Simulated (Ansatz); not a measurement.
Task: Predict a relaxed structure of `CCC(CC(C)c1ccc(I)cc1)c1ccc(OC(C)(C)C)cc1`, charge 0, singlet, at PBE-D4/def2-SVP (Ansatz).

Result: 
Cartesian coordinates in Å:
```
C -0.173 4.087 1.165
C 0.839 2.948 1.282
C 0.206 1.538 1.241
C 1.237 0.421 1.562
C 1.221 -0.084 3.024
C 1.549 1.001 4.063
C 2.128 -1.294 3.176
C 1.593 -2.567 3.448
C 2.413 -3.698 3.581
C 3.800 -3.555 3.439
I 5.058 -5.253 3.641
C 4.366 -2.300 3.165
C 3.527 -1.184 3.037
C -0.493 1.287 -0.086
C 0.241 1.206 -1.288
C -0.392 0.962 -2.513
C -1.789 0.788 -2.569
O -2.421 0.606 -3.773
C -2.623 -0.752 -4.282
C -3.488 -1.567 -3.311
C -3.354 -0.523 -5.605
C -1.274 -1.447 -4.515
C -2.536 0.891 -1.380
C -1.890 1.136 -0.160
H -0.911 4.055 1.994
H 0.324 5.077 1.198
H -0.743 4.025 0.215
H 1.586 3.021 0.461
H 1.419 3.056 2.223
H -0.583 1.506 2.026
H 1.043 -0.455 0.909
H 2.261 0.768 1.302
H 0.184 -0.435 3.226
H 0.811 1.828 4.033
H 2.553 1.441 3.890
H 1.539 0.579 5.087
H 0.502 -2.681 3.559
H 1.970 -4.681 3.796
H 5.454 -2.191 3.053
H 3.983 -0.204 2.823
H 1.336 1.334 -1.268
H 0.187 0.917 -3.447
H -3.694 -2.571 -3.733
H -2.980 -1.706 -2.336
H -4.458 -1.061 -3.132
H -4.309 0.009 -5.427
H -3.572 -1.487 -6.106
H -2.735 0.097 -6.282
H -0.722 -1.590 -3.565
H -0.641 -0.852 -5.203
H -1.433 -2.446 -4.968
H -3.630 0.789 -1.430
H -2.488 1.213 0.763
```
 This is one stationary point.

In the def2 sets I takes a core potential; there is no spin–orbit coupling. Single mean-field runs in def2-SVP are fitted with def2-universal-jkfit.
